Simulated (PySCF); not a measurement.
## `[GaH]([CH3])[CH]=C(C)C`, C$_{5}$H$_{11}$Ga

Geometry (Å), atoms numbered from 1 in this order:
```xyz
17

C     3.505   -0.384    0.263
Ga    1.690    0.526    0.190
C     0.002   -0.535   -0.036
C    -1.260   -0.106   -0.116
C    -2.433   -1.031   -0.281
C    -1.614    1.349   -0.046
H     4.182    0.011   -0.501
H     3.993   -0.228    1.231
H     3.415   -1.464    0.106
H     1.685    2.118    0.331
H     0.167   -1.617   -0.098
H    -2.996   -0.767   -1.176
H    -2.115   -2.067   -0.360
H    -3.105   -0.935    0.572
H    -0.712    1.951    0.088
H    -2.117    1.657   -0.963
H    -2.295    1.534    0.785
```

Theory: PySCF, GIAO wB97X-D/pcSseg-1 magnetisability, rotational g tensor and spin-rotation constants, non-relativistic, gas phase. Geometry: GFN2-xTB.

The calculation is non-relativistic, which matters for the atoms heavier than Zn.

How diamagnetic is it, and how anisotropic?

Isotropic -1282 × 10⁻³⁰ J/T², or -77.2 × 10⁻⁶ cm³/mol; principal values -1472, -1201, -1173 × 10⁻³⁰ J/T², anisotropy 286 × 10⁻³⁰ J/T² (root of half the summed squared differences of the principal values). The susceptibility is in cgs units.

Split it along the inertial axes a, b, c into diamagnetic and paramagnetic parts about the centre of mass, with the quadrupole moment.


```tsv
axis	χ (10⁻⁶ cm³/mol)	diamagnetic (10⁻⁶ cm³/mol)	paramagnetic (10⁻⁶ cm³/mol)	summed x² of all electrons (Å²)	quadrupole Θ (D Å)
a	-70.8	-321.1	250.3	293.9	+2.23
b	-72.2	-1310.1	1237.9	60.8	-3.67
c	-88.7	-1505.0	1416.3	14.9	+1.44
```
Anisotropies 2χaa − χbb − χcc = +19.3 and 2χbb − χaa − χcc = +15.1 × 10⁻⁶ cm³/mol. Θ is traceless in Buckingham's convention.

And the rotational g tensor?


| axis | rotational constant (GHz) | g | nuclear part | electronic part |
| --- | --- | --- | --- | --- |
| a | 6.2946 | -0.0562 | 0.6839 | -0.7401 |
| b | 1.0231 | -0.0068 | 0.5882 | -0.5950 |
| c | 0.8946 | -0.0003 | 0.5950 | -0.5953 |

Asymmetric top; isotopes 12C, 69Ga, 1H; no vibrational averaging.
